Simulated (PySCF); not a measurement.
FHMgSe. Atoms are numbered in the order given.

```xyz
4

Mg    -0.0033     1.2271     0.0000
F      0.0019     2.9960     0.0000
Se    -0.0418    -1.1916     0.0000
H      1.4427    -1.1739     0.0000
```

Coordinates come from a PBE-D3(BJ)/def2-TZVP optimisation. Other conformers were not sampled.

Method: B3LYP/def2-TZVPD (PySCF).

ESP charges are fitted to the potential on shells at 1.4 to 2.0 van der Waals radii. Atomic charges (e):

| atom | ESP fit | meta-Löwdin |
|---|---|---|
| Mg1 | 0.92 | 1.50 |
| F2 | -0.57 | -0.86 |
| Se3 | -0.43 | -0.69 |
| H4 | 0.08 | 0.06 |
